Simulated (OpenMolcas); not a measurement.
**Levels of O³⁺ by method**

```
Program             : OpenMolcas 26.06
Basis               : ANO-RCC-VQZP [5s4p3d2f1g]
Scalar Hamiltonian  : DKH2, point nucleus
Active space        : 3 electrons in 8 orbitals (2s 2p 3s 3p)
State averaging     : 2S+1 = 4 odd, 1 root; 2S+1 = 2 odd, 11 roots; 2S+1 = 4 even, 3 roots; 2S+1 = 2 even, 9 roots
Spin-orbit coupling : state interaction with AMFI integrals over the reference wave functions, term energies averaged over their components
```

Methods on the same reference wave functions:
A. CASSCF
B. SS-CASPT2, IPEA 0.25 Eh, imaginary shift 0.1 Eh (closed shells correlated: 1s)
C. MS-CASPT2, IPEA 0.25 Eh, imaginary shift 0.1 Eh (closed shells correlated: 1s)

Energies in cm-1 above 2s2 2p 2P* 1/2, the measured ground level; measured values from Moore, Selected Tables of Atomic Spectra, NSRDS-NBS 3, section 10.

| Level | A | B | C | Measured |
| --- | --- | --- | --- | --- |
| 2s2 2p 2P* 1/2 | 0.0 | 0.0 | 0.0 | 0.0 |
| 2s2 2p 2P* 3/2 | 375 | 375 | 376 | 386 |
| 2s 2p2 4P 1/2 | 65935 | 70260 | 70280 | 71440 |
| 2s 2p2 4P 3/2 | 66062 | 70390 | 70410 | 71570 |
| 2s 2p2 4P 5/2 | 66273 | 70600 | 70620 | 71756 |
| 2s 2p2 2D 3/2 | 132289 | 126790 | 126810 | 126950 |
| 2s 2p2 2D 5/2 | 132294 | 126800 | 126820 | 126936 |
| 2s 2p2 2S 1/2 | 166158 | 164650 | 164670 | 164366 |
| 2s 2p2 2P 1/2 | 190646 | 181540 | 181560 | 180481 |
| 2s 2p2 2P 3/2 | 190902 | 181800 | 181820 | 180724 |
| 2p3 4S* 3/2 | 228860 | 230740 | 230760 | 231538 |
| 2p3 2D* 3/2 | 264529 | 255930 | 255950 | 255185 |
| 2p3 2D* 5/2 | 264535 | 255940 | 255960 | 255156 |
| 2p3 2P* 1/2 | 298061 | 289610 | 289650 | 289015 |
| 2p3 2P* 3/2 | 298092 | 289640 | 289680 | 289024 |

Deviations, from unrounded energies. A percentage is the sum of absolute deviations over the sum of measured energies, with the sign that they share, or ± where signs differ.

```json
{"Against measurement": "mean absolute deviation (cm-1)", "Levels": "14", "A": "6300", "B": "700", "C": "700"}
{"Against measurement": "fine structure of the ground term (%)", "Levels": "1", "A": "-2.8", "B": "-2.8", "C": "-2.5"}
{"Against measurement": "other configurations (%)", "Levels": "13", "A": "±3.8", "B": "±0.4", "C": "±0.4"}
```

B, C lie about equally close to measurement and A furthest from it. The largest miss of B in the table is 2s 2p2 4P 3/2, by -1200 cm-1. The ranking rests on the paired levels alone, and a cruder setting can come out closer through cancelling errors.

Between B and C the level of the table that moves most is 2p3 2P* 1/2, by 40 cm-1 (lowest in B, highest in C). Moves below CASPT2's spread within the term are not significant.

The two smallest mean deviations differ by little beside CASPT2's spread within terms, so their order carries little weight.

The lowest spin-free term lies below A's lowest term by 0.043 hartree in B, 0.043 hartree in C.

Term energies are means over components that CASPT2 splits; among the terms shown or strongly mixed into the levels shown the widest spread is 310 cm-1 (2p3 2D*, C). Active for correlation alone: 3p 3s; no level in the range computed is led by a configuration that fills them, so any true level of that kind is missing. Computed and measured levels are paired by configuration, term and J; levels that our copy of the source lacks, or whose pairing is in doubt (as where it misses far off the trend of its configuration), stay unpaired and out of the deviations. Levels of configurations outside the active space are missing.

* marks odd parity.
